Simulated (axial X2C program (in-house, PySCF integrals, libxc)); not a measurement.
**GaH⁺: cheaper levels and CCSD(T), two-component**

All values were computed with an axial X2C code built on PySCF integrals. Two-component (2c) means X2C with spin–orbit coupling and atomic mean-field two-electron Coulomb and Gaunt terms. Basis: Ga dyall-cv3z [9s9p7d4f1g], H dyall-v3z [6s2p1d] (cores contracted in-house); Gaussian nuclei, density fitting, unrestricted open shells. Masses: Ga 68.926 u, H 1.008 u.

State: Ω = 1/2 (⟨Sz⟩ = 0.50, ⟨Lz⟩ = 0.00 at HF); fragments Ga+ + H.

```json
{"level": "PBE0", "Re (Å)": "1.666", "ωe (cm⁻¹)": "1254.5", "De (eV)": "0.447"}
{"level": "HF", "Re (Å)": "1.639", "ωe (cm⁻¹)": "1323.2", "De (eV)": "0.171"}
{"level": "MP2", "Re (Å)": "1.626", "ωe (cm⁻¹)": "1324.3", "De (eV)": "0.184"}
{"level": "CCSD", "Re (Å)": "1.655", "ωe (cm⁻¹)": "1275.0", "De (eV)": "0.338"}
{"level": "TPSS", "Re (Å)": "1.683", "ωe (cm⁻¹)": "1172.3", "De (eV)": "0.657"}
```

Correlated methods: 13 electrons correlated (number of frozen shells: Ga 3 s, 2 p; H none), 193 virtual spin orbitals or spinors in MP2, 90 natural virtuals in coupled cluster.

CCSD(T), same Hamiltonian and basis:

Re = 1.662 Å, ωe = 1243.4 cm⁻¹; T1 = 0.016 (Lee–Taylor normalisation).

(1) Give the differences from CCSD(T) in the columns below.

The state is one determinant whose occupation by symmetry is held fixed; it was picked as the lowest of a PBE0 search that is not exhaustive. De is counted from the lowest determinant-based energies of the atoms at the same level, without counterpoise correction. De is not given where an atomic determinant may have missed its ground term or J level, or where the truncated virtual space spoils (T). Density functionals use the spin component along the axis (collinear). Coupled cluster ran in a truncated set of natural virtual spinors; the MP2 energy of the rest was added. (T) has no such correction and the atoms are truncated less, which lowers De at CCSD(T) by a hundredth of an eV or more.

Answers

(1) 

```
level  ΔRe (Å)  Δωe (cm⁻¹)
 PBE0    0.004          11
   HF   -0.023          80
  MP2   -0.036          81
 CCSD   -0.007          32
 TPSS    0.021         -71
```
